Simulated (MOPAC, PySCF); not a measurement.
H6GeSi, SMILES `[SiH3][GeH3]`, neutral singlet in the gas phase. 

Cartesian coordinates (Å):
```xyz
8

Si    -1.1987     0.0400    -0.0409
Ge     1.1800    -0.0393     0.0404
H     -1.6532     0.4404    -1.4078
H     -1.7140     1.0343     0.9494
H     -1.7691    -1.3035     0.2828
H      1.7208    -1.0506    -0.9878
H      1.7765     1.3447    -0.2773
H      1.6577    -0.4659     1.4411
```
Charge 0, multiplicity 1.

All levels are single points at this geometry (PBE0-D3(BJ)/def2-SVP); Pople sets use spherical d functions. Orbital energies aren't observables, and empty levels follow the basis.

```json
[
 {"level": "PBE0-D3(BJ)/def2-TZVP in PySCF", "HOMO (eV)": "-8.29", "LUMO (eV)": "0.36", "gap (eV)": "8.66", "dipole (D)": "0.08", "vertical IE, Delta-SCF (eV)": "10.37"},
 {"level": "ωB97X-D3(BJ)/def2-TZVP in PySCF", "HOMO (eV)": "-10.61", "LUMO (eV)": "2.24", "gap (eV)": "12.86", "dipole (D)": "0.11", "vertical IE, Delta-SCF (eV)": "10.56"},
 {"level": "B3LYP/6-311+G** (LANL2DZ on Ge) in PySCF", "HOMO (eV)": "-8.17", "LUMO (eV)": "-0.02", "gap (eV)": "8.15", "dipole (D)": "0.07", "vertical IE, Delta-SCF (eV)": "–"},
 {"level": "M06-2X/6-31G* in PySCF", "HOMO (eV)": "-9.21", "LUMO (eV)": "1.39", "gap (eV)": "10.60", "dipole (D)": "0.04", "vertical IE, Delta-SCF (eV)": "–"},
 {"level": "HF/STO-3G in PySCF", "HOMO (eV)": "-8.77", "LUMO (eV)": "10.92", "gap (eV)": "19.69", "dipole (D)": "0.19", "vertical IE, Delta-SCF (eV)": "–"},
 {"level": "AM1 in MOPAC", "HOMO (eV)": "-10.46", "LUMO (eV)": "-0.94", "gap (eV)": "9.52", "dipole (D)": "0.73", "vertical IE, Delta-SCF (eV)": "–"},
 {"level": "PM3 in MOPAC", "HOMO (eV)": "-10.52", "LUMO (eV)": "-1.74", "gap (eV)": "8.79", "dipole (D)": "0.74", "vertical IE, Delta-SCF (eV)": "–"},
 {"level": "PM6 in MOPAC", "HOMO (eV)": "-10.07", "LUMO (eV)": "-0.38", "gap (eV)": "9.68", "dipole (D)": "0.36", "vertical IE, Delta-SCF (eV)": "–"},
 {"level": "PM7 in MOPAC", "HOMO (eV)": "-10.38", "LUMO (eV)": "-0.58", "gap (eV)": "9.80", "dipole (D)": "0.18", "vertical IE, Delta-SCF (eV)": "–"}
]
```
